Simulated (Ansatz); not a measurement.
Born–Oppenheimer molecular dynamics of C2H5BOS (10 atoms, charge 0, multiplicity 1). It starts at the highest image of a converged band. Of that band: The profile has 2 maxima (images 2, 5) with wells between them (image 3): this band takes more than one step, which may be the mechanism or a detour left from its start path. A structure lower than the last end lies on the path between it and the top, so the climb from that side starts below the end, which may itself be a saddle point or a shallow side well. Neighbouring images differ by up to 2.2 eV, so the band resolves the path poorly. A vibrational analysis at the climbing image gives one clearly imaginary mode, 1130i cm⁻¹: a first-order saddle point.

These are results of Ansatz 0.2.0, RKS PBE0-D4/def2-SVP, not measurements.

```yaml
ensemble: NVE (velocity Verlet)
time_step: 0.5 fs
steps_asked: 200
starting_velocities_drawn_for: 300 K
seed: 7090
```

First frame:

```xyz
10
Properties=species:S:1:pos:R:3
O -2.043 0.573 0.182
C -0.397 -0.192 -0.579
C 0.453 -0.685 0.555
B 1.697 0.005 -0.121
S 0.697 1.075 -1.178
H -2.120 1.401 -0.315
H -1.689 -0.180 -0.637
H 0.198 -0.112 1.463
H 0.402 -1.759 0.791
H 2.885 -0.177 -0.159
```

(1) How far do the bonds stretch over the last three quarters of this one trajectory? (Pairs bonded in most of those frames.)

## Answers

(1) 
```json
{"bond": "O1–C2", "mean (Å)": "1.431", "spread (Å)": "0.130", "shortest": "1.18", "longest": "1.64"}
{"bond": "O1–H6", "mean (Å)": "0.971", "spread (Å)": "0.010", "shortest": "0.95", "longest": "0.99"}
{"bond": "C2–C3", "mean (Å)": "1.586", "spread (Å)": "0.101", "shortest": "1.41", "longest": "1.74"}
{"bond": "C2–S5", "mean (Å)": "1.881", "spread (Å)": "0.079", "shortest": "1.80", "longest": "2.06"}
{"bond": "C2–H7", "mean (Å)": "1.192", "spread (Å)": "0.133", "shortest": "0.93", "longest": "1.46"}
{"bond": "C3–B4", "mean (Å)": "1.575", "spread (Å)": "0.032", "shortest": "1.53", "longest": "1.69"}
{"bond": "C3–H8", "mean (Å)": "1.117", "spread (Å)": "0.049", "shortest": "1.03", "longest": "1.19"}
{"bond": "C3–H9", "mean (Å)": "1.107", "spread (Å)": "0.018", "shortest": "1.07", "longest": "1.15"}
{"bond": "B4–S5", "mean (Å)": "1.799", "spread (Å)": "0.078", "shortest": "1.67", "longest": "1.94"}
{"bond": "B4–H10", "mean (Å)": "1.208", "spread (Å)": "0.018", "shortest": "1.18", "longest": "1.24"}
```

Mean temperature of the second half: 1743 K. The conserved energy stayed within 1.6 meV per atom of its start (net change 0.21 meV per atom), so the integration is sound. The system heated up, since it started high on the potential surface and ran downhill. A run of 0.1 ps of so small a system gives no equilibrium averages. The orbitals stay closed-shell, which can raise the energy where a bond breaks towards radicals; this wasn't checked here.

The run took 6.6 min on 2 threads of Arm Neoverse V2, with other jobs on the host, peak memory 0.2 GiB.
